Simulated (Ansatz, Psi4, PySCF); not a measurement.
System: H4BSiO, charge 0, multiplicity 2. SMILES: O[B][SiH3]
Structure (B3LYP-D3(BJ)/def2-TZVP (Ansatz, a program for electronic structure) minimum search):
```
B
O 1 1.3335
H 2 0.9655 1 115.84
Si 1 2.0127 2 129.38 3 -180.00
H 4 1.4836 1 107.35 2 -121.91
H 4 1.4836 5 108.23 1 115.59
H 4 1.4897 5 108.43 6 117.42
```
Charge 0, spin multiplicity 2.

Property: atomisation energy, in kcal/mol. Conventions: dispersion terms only where a functional's name holds one; six Cartesian d functions in 6-31G* and its kin unless marked 5d; LANL2DZ with its own core potentials from Na on; atomisation electronic, to ground-state atoms; valence correlation only; open shells spin-unrestricted; no spin-orbit coupling; non-relativistic; 6-311+G** with 5d, 6d on Na to Ar in Ansatz. CBS(X,Y): correlation extrapolated as X^-3; Hartree-Fock from the larger set. First-principles rows: single points at B3LYP-D3(BJ) geometries (Ansatz).

Coupled cluster (Ansatz) is a level with limits of its own, used here on species with T1 under 0.025 (0.045 for open shells) and stable references: CCSD(T)/CBS(cc-pV(T+d)Z,cc-pV(Q+d)Z).

Value to compare with, CCSD(T)/CBS(cc-pV(T+d)Z,cc-pV(Q+d)Z) (Ansatz): 535.2 kcal/mol.

```
level               program  atomisation energy (kcal/mol)  difference
------------------  -------  -----------------------------  ----------
HF/3-21G             Ansatz                          351.1      -184.1
PBE/LANL2DZ          Ansatz                          516.4       -18.8
BLYP/6-31G*          Ansatz                          525.2       -10.0
BP86/6-31G* (5d)      PySCF                          543.5         8.3
B3LYP/3-21G          Ansatz                          503.4       -31.8
B3LYP/6-31G**        Ansatz                          533.0        -2.2
PBE0/6-31G*          Ansatz                          526.7        -8.5
PBE0/6-311+G**       Ansatz                          527.4        -7.8
M06-2X/6-31G* (5d)    PySCF                          529.8        -5.4
wB97X-D/6-31G*         Psi4                          530.8        -4.4
wB97X-D/6-311+G**      Psi4                          530.8        -4.4
MP2/3-21G            Ansatz                          431.1      -104.1
MP2/6-311+G**        Ansatz                          509.0       -26.2
PBE/def2-TZVPD       Ansatz                          540.1         4.9
```

Among the 13 habitual levels, HF/3-21G lies farthest from CCSD(T)/CBS(cc-pV(T+d)Z,cc-pV(Q+d)Z) (Ansatz) (-184.1 kcal/mol) and B3LYP/6-31G** nearest (-2.2); 1 of 13 lie above it, and their mean absolute difference is 32.0 kcal/mol, the median 8.5. One case shows no general order.

The levels are drawn from those run, B3LYP/6-31G* more often than the rest, none by its result; left out are runs that failed, that the program found above a lower state of the same kind, or whose <S^2> lies over 0.5 above the pure value.
